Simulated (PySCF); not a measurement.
C2H12NPSi4.
SMILES with atom numbers: `[CH:1]#[C:2][Si@:3]([SiH3:4])([PH2:5])[N:6]([SiH3:7])[SiH3:8]` (hydrogens: H9 on C1; H10, H11, H12 on Si4; H13, H14 on P5; H15, H16, H17 on Si7; H18, H19, H20 on Si8)

The same species was optimised twice, with GFN2-xTB and with PBE0-D3(BJ)/def2-SVP (PySCF), and the same property calculations (PySCF, gas phase) were run on both structures.

```json
{"coordinate": "C2–Si3 (Å)", "GFN2-xTB": "1.863", "PBE0-D3(BJ)/def2-SVP": "1.838", "change": "-0.025"}
{"coordinate": "N6–Si7 (Å)", "GFN2-xTB": "1.741", "PBE0-D3(BJ)/def2-SVP": "1.760", "change": "+0.019"}
{"coordinate": "C1≡C2 (Å)", "GFN2-xTB": "1.203", "PBE0-D3(BJ)/def2-SVP": "1.218", "change": "+0.015"}
{"coordinate": "N6–Si8 (Å)", "GFN2-xTB": "1.743", "PBE0-D3(BJ)/def2-SVP": "1.758", "change": "+0.015"}
{"coordinate": "Si3–P5 (Å)", "GFN2-xTB": "2.259", "PBE0-D3(BJ)/def2-SVP": "2.272", "change": "+0.013"}
{"coordinate": "Si3–Si4 (Å)", "GFN2-xTB": "2.334", "PBE0-D3(BJ)/def2-SVP": "2.344", "change": "+0.010"}
{"coordinate": "Si3–N6 (Å)", "GFN2-xTB": "1.757", "PBE0-D3(BJ)/def2-SVP": "1.753", "change": "-0.004"}
{"coordinate": "Si4–Si3–P5 (°)", "GFN2-xTB": "116.4", "PBE0-D3(BJ)/def2-SVP": "110.4", "change": "-6.0"}
{"coordinate": "C2–Si3–P5 (°)", "GFN2-xTB": "102.0", "PBE0-D3(BJ)/def2-SVP": "105.8", "change": "+3.8"}
{"coordinate": "C2–Si3–N6 (°)", "GFN2-xTB": "107.0", "PBE0-D3(BJ)/def2-SVP": "110.7", "change": "+3.7"}
{"coordinate": "Si4–Si3–N6 (°)", "GFN2-xTB": "109.2", "PBE0-D3(BJ)/def2-SVP": "112.6", "change": "+3.4"}
{"coordinate": "C2–Si3–Si4 (°)", "GFN2-xTB": "112.1", "PBE0-D3(BJ)/def2-SVP": "108.7", "change": "-3.4"}
{"coordinate": "P5–Si3–N6 (°)", "GFN2-xTB": "109.6", "PBE0-D3(BJ)/def2-SVP": "108.3", "change": "-1.3"}
{"coordinate": "Si3–N6–Si7 (°)", "GFN2-xTB": "118.2", "PBE0-D3(BJ)/def2-SVP": "119.0", "change": "+0.8"}
{"coordinate": "Si3–N6–Si8 (°)", "GFN2-xTB": "122.7", "PBE0-D3(BJ)/def2-SVP": "122.1", "change": "-0.6"}
{"coordinate": "C2–Si3–N6–Si7 (°)", "GFN2-xTB": "-44", "PBE0-D3(BJ)/def2-SVP": "-62", "change": "-18"}
```

Rotational constants: A = 812.4, B = 691.5, C = 603.1 MHz (GFN2-xTB) against A = 822.3, B = 690.7, C = 577.4 MHz (PBE0-D3(BJ)/def2-SVP). Point groups within 0.08 Å: C1 and C1. Atoms that the bonding makes alike are paired by their places after alignment.

On the GFN2-xTB structure: HOMO (eV) -7.17 [PBE0/pcSseg-1]; LUMO (eV) -0.86 [PBE0/pcSseg-1]; dipole (D) 0.59 [PBE0/pcSseg-1]; GIAO shielding of C1 (ppm) 79.2 [PBE0/pcSseg-1]; GIAO shielding of C2 (ppm) 95.4 [PBE0/pcSseg-1]; GIAO shielding of Si3 (ppm) 369.3 [PBE0/pcSseg-1]; GIAO shielding of Si4 (ppm) 459.1 [PBE0/pcSseg-1]; GIAO shielding of P5 (ppm) 577.8 [PBE0/pcSseg-1]; GIAO shielding of N6 (ppm) 270.5 [PBE0/pcSseg-1]; GIAO shielding of Si7/Si8 (mean) (ppm) 398.8 [PBE0/pcSseg-1].

Problem. What do these properties become on the PBE0-D3(BJ)/def2-SVP structure?

Solution. 
```csv
property,level,on GFN2-xTB,on PBE0-D3(BJ)/def2-SVP,change
HOMO (eV),PBE0/pcSseg-1,-7.17,-7.21,-0.04
LUMO (eV),PBE0/pcSseg-1,-0.86,-0.92,-0.06
dipole (D),PBE0/pcSseg-1,0.59,0.90,+0.31
"energy, GFN2-xTB geometry as zero (kcal/mol)",PBE0/pcSseg-1,0.0,-5.0,-5.0
GIAO shielding of C1 (ppm),PBE0/pcSseg-1,79.2,76.1,-3.1
GIAO shielding of C2 (ppm),PBE0/pcSseg-1,95.4,95.0,-0.4
GIAO shielding of Si3 (ppm),PBE0/pcSseg-1,369.3,375.3,+6.0
GIAO shielding of Si4 (ppm),PBE0/pcSseg-1,459.1,448.9,-10.2
GIAO shielding of P5 (ppm),PBE0/pcSseg-1,577.8,563.5,-14.3
GIAO shielding of N6 (ppm),PBE0/pcSseg-1,270.5,272.5,+2.0
GIAO shielding of Si7/Si8 (mean) (ppm),PBE0/pcSseg-1,398.8,398.4,-0.4
```

The heavy atoms differ by 0.246 Å rms after alignment. Among the bonds compared C2–Si3 changes most (-0.025 Å). Changes are differences of the printed values. Neither structure is proved a minimum here.

Shape of the structure used: `[CH:1]#[C:2][Si@:3]([SiH3:4])([PH2:5])[N:6]([SiH3:7])[SiH3:8]`: C2–Si3–N6–Si7 -62°, H–P5–Si3–C2 152°, H–P5–Si3–C2 58°.
